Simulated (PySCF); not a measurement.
Species: C8H16N (charge +1).
Bonds: C1–C2, C2–C3, C3–N4, N4–C5, N4–C6, C6–C7, C7–C8, C8–C9, C1–C5, N4–C9. Hydrogens: H10, H11 on C1; H12, H13 on C2; H14, H15 on C3; H16, H17 on C5; H18, H19 on C6; H20, H21 on C7; H22, H23 on C8; H24, H25 on C9.

The same species was optimised twice, with GFN2-xTB and with PBE0-D3(BJ)/def2-SVP (PySCF), and the same property calculations (PySCF, gas phase) were run on both structures.

| coordinate | GFN2-xTB | PBE0-D3(BJ)/def2-SVP | change |
| --- | --- | --- | --- |
| C3–N4 (Å) | 1.495 | 1.520 | +0.025 |
| N4–C5 (Å) | 1.499 | 1.520 | +0.021 |
| N4–C9 (Å) | 1.486 | 1.505 | +0.019 |
| N4–C6 (Å) | 1.483 | 1.501 | +0.018 |
| C1–C5 (Å) | 1.528 | 1.519 | -0.009 |
| C6–C7 (Å) | 1.526 | 1.519 | -0.007 |
| C2–C3 (Å) | 1.520 | 1.514 | -0.006 |
| C8–C9 (Å) | 1.532 | 1.528 | -0.004 |
| C7–C8 (Å) | 1.540 | 1.545 | +0.005 |
| C1–C2 (Å) | 1.525 | 1.522 | -0.003 |
| C1–C5–N4 (°) | 106.9 | 106.0 | -0.9 |
| C1–C2–C3 (°) | 101.4 | 102.0 | +0.6 |
| C6–C7–C8 (°) | 104.1 | 104.5 | +0.4 |
| C7–C8–C9 (°) | 104.7 | 105.2 | +0.5 |
| N4–C6–C7 (°) | 104.4 | 104.1 | -0.3 |
| N4–C9–C8 (°) | 105.5 | 105.2 | -0.3 |
| C3–N4–C9 (°) | 110.5 | 110.7 | +0.2 |
| C3–N4–C5 (°) | 106.0 | 105.8 | -0.2 |

Rotational constants: A = 3334, B = 1247, C = 1199 MHz (GFN2-xTB) against A = 3290, B = 1230, C = 1190 MHz (PBE0-D3(BJ)/def2-SVP). Point groups within 0.08 Å: C1 and C1. Atoms that the bonding makes alike are paired by their places after alignment.

On the GFN2-xTB structure: HOMO (eV) -13.60 [PBE0/pcSseg-1]; LUMO (eV) -3.16 [PBE0/pcSseg-1]; GIAO shielding of C1/C2/C7/C8 (mean) (ppm) 160.0 [PBE0/pcSseg-1]; GIAO shielding of C3/C5/C6/C9 (mean) (ppm) 119.6 [PBE0/pcSseg-1]; GIAO shielding of N4 (ppm) 161.5 [PBE0/pcSseg-1].

Question: What do these properties become on the PBE0-D3(BJ)/def2-SVP structure?

Answer: 
| property | level | on GFN2-xTB | on PBE0-D3(BJ)/def2-SVP | change |
| --- | --- | --- | --- | --- |
| HOMO (eV) | PBE0/pcSseg-1 | -13.60 | -13.54 | +0.06 |
| LUMO (eV) | PBE0/pcSseg-1 | -3.16 | -3.20 | -0.04 |
| energy, GFN2-xTB geometry as zero (kcal/mol) | PBE0/pcSseg-1 | 0.0 | -1.4 | -1.4 |
| GIAO shielding of C1/C2/C7/C8 (mean) (ppm) | PBE0/pcSseg-1 | 160.0 | 159.0 | -1.0 |
| GIAO shielding of C3/C5/C6/C9 (mean) (ppm) | PBE0/pcSseg-1 | 119.6 | 116.1 | -3.5 |
| GIAO shielding of N4 (ppm) | PBE0/pcSseg-1 | 161.5 | 151.1 | -10.4 |

The heavy atoms differ by 0.050 Å rms after alignment (one structure mirrored). Among bonds between heavy atoms C3–N4 changes most (+0.025 Å). Changes are differences of the printed values. Neither structure is proved a minimum here. The structure is a single PBE0-D3(BJ)/def2-SVP conformer in the gas phase; no vibrational or solvent corrections.
